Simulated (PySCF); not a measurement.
B(Cl)(Me)(SiH3) (CH6BClSi), SMILES ClB([SiH3])C.

The structure is a stationary point at PBE-D3(BJ)/def2-SVP. The structure was generated by enumeration, and PubChem lists no compound with its InChIKey, so it may never have been made.

The numbers are results of PBE-D3(BJ)/def2-SVP run with PySCF 2.14.0, not measurements.

Frequencies are harmonic and unscaled.

Q: Estimate the vibrational spectrum. (The exact figures need the calculation; the answer reports its results.)

A: 
```
mode  ν (cm⁻¹)  IR (km/mol)    moving atoms (share of kinetic energy)
----  --------  -----------  ----------------------------------------
1           19          0.9                                    H 94 %
2           53          0.8                                    H 97 %
3          154          1.2   Cl 31 %, H 24 %, Si 19 %, C 16 %, B 9 %
4          259          1.7          Si 28 %, C 26 %, H 26 %, Cl 18 %
5          279          2.8                            H 53 %, B 43 %
6          462          8.9  C 25 %, Cl 25 %, Si 23 %, H 17 %, B 10 %
7          517         19.4                    H 77 %, B 12 %, Si 9 %
8          544         24.9                           H 75 %, Si 14 %
9          723         25.1           H 48 %, B 27 %, C 13 %, Cl 11 %
10         768          1.3                    H 54 %, B 27 %, C 17 %
11         842        172.5                                    H 90 %
12         898         28.5                                    H 96 %
13         910         29.3                                    H 97 %
14         978        106.6                    B 56 %, H 28 %, C 10 %
15        1067         44.7                    B 58 %, H 31 %, C 10 %
16        1260         86.2                            H 64 %, C 28 %
17        1362          6.2                                    H 95 %
18        1372          6.8                                    H 93 %
19        2140         44.4                                    H 99 %
20        2149         83.2                                    H 96 %
21        2152         99.8                                    H 96 %
22        2951          0.5                                    H 97 %
23        3021          0.7                             H 92 %, C 8 %
24        3079         11.7                             H 91 %, C 9 %
```
